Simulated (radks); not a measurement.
Results of a calculation; reference values are marked as such.
Species: In XXXVI. Configuration: [Ne] 3s2 3p2. Code: a radial shooting solver on a logarithmic mesh with Libxc functionals. Model: non-relativistic Kohn-Sham, BLYP, spin-polarised, spherical densities, point nucleus; open shells are filled with parallel spins first (spin-orbit coupling, left out, can overturn this in heavy ions); relativity is left out, which matters for an element this heavy.

Unscreened Slater integrals over Kohn-Sham orbitals (hartree). They are taken over the spin-up orbitals. Empty in this configuration: 3d.

F0(3p,3p): 2.9550
F2(3p,3p): 1.4910
F0(3p,3s): 2.8764
G1(3p,3s): 1.8423
F0(3p,2p): 3.8978
F2(3p,2p): 1.0024
G0(3p,2p): 0.39461
G2(3p,2p): 0.43745
F0(3p,2s): 3.7643
G1(3p,2s): 0.31930
F0(3p,3d): 3.1192
F2(3p,3d): 1.4980
G1(3p,3d): 1.5491
G3(3p,3d): 1.0527
F0(3s,3s): 2.8129
F0(3s,2p): 3.6855
G1(3s,2p): 0.38332
F0(3s,2s): 3.5931
G0(3s,2s): 0.30315
F0(3s,3d): 3.0269
G2(3s,3d): 1.1154
F0(2p,2p): 8.0750
F2(2p,2p): 3.8631
F0(2p,2s): 7.3052
G1(2p,2s): 4.0941
F0(2p,3d): 4.2807
F2(2p,3d): 1.3392
G1(2p,3d): 1.2681
G3(2p,3d): 0.73360
F0(2s,2s): 6.8260
F0(2s,3d): 4.2088
G2(2s,3d): 1.2220
F0(3d,3d): 3.4018
F2(3d,3d): 1.7710
F4(3d,3d): 1.1489

Derived for the open shells (J is the average intra-shell exchange parameter used in DFT+U). 3p: J = F2/5 = 0.2982 hartree.
